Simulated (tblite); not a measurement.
Start geometry of `[SiH3]O[SiH2]N[SiH2][SiH3]` from a force field or distance geometry (Å):
```
atom  x, y, z in Å
Si1    3.248   -0.473   -0.666
O2     1.669    0.175   -0.416
Si3    0.977   -0.403    1.037
N4    -0.566    0.384    1.446
Si5   -1.380    1.182    0.109
Si6   -3.246    0.061   -0.363
H7     3.898    0.156   -1.838
H8     3.214   -1.915   -0.963
H9     4.138   -0.311    0.477
H10    1.924   -0.099    2.125
H11    0.760   -1.847    0.920
H12   -1.214   -0.354    1.829
H13   -0.528    1.402   -1.053
H14   -1.783    2.519    0.586
H15   -3.356   -0.311   -1.770
H16   -3.365   -1.090    0.550
H17   -4.396    0.936   -0.071
```

**Question.** What comes out of this run: tblite, GFN2-xTB geometry optimisation, gas phase?

**Answer.** 
```
atom  x, y, z in Å
Si1    2.210   -0.573   -1.092
O2     1.421   -0.910    0.278
Si3    0.785   -0.594    1.732
N4    -0.212    0.811    1.628
Si5   -1.146    1.413    0.288
Si6   -2.206   -0.323   -0.789
H7     2.282    0.875   -1.286
H8     1.436   -1.224   -2.147
H9     3.547   -1.148   -0.946
H10    1.864   -0.320    2.677
H11   -0.002   -1.791    2.019
H12   -0.183    1.407    2.437
H13   -0.270    2.216   -0.589
H14   -2.049    2.384    0.933
H15   -1.316   -1.236   -1.512
H16   -3.020   -1.166    0.100
H17   -3.149    0.192   -1.793
```

The energy falls by 1.113 eV over 275 L-BFGS steps, the largest force on an atom goes from 2.64 to 0.007 eV/Å, and the atoms move by 1.440 Å rms after alignment. The bond that changes most is Si1–O2 (oxygen-bound silicon to siloxane oxygen), which shortens by 0.109 Å. Bonds longer at the end by more than 0.005 Å: 3 of 16; shorter: 8. Among the angles that change most is Si1–O2–Si3, from 111.5° to 155.9°. Among the dihedrals that turn most is H7–Si1–O2–Si3, from -173° to -17°. Rotational constants go from 3504, 572.5, 545.8 to 1742, 965.1, 779.8 MHz. The orientation of the end geometry is arbitrary; only internal coordinates are fixed.

On an Arm Neoverse N1 with one thread (shared host), this took 4.0 s.

GFN2-xTB frequencies show an imaginary mode (44i cm⁻¹), so the point is no minimum at that level.

These are computed values.
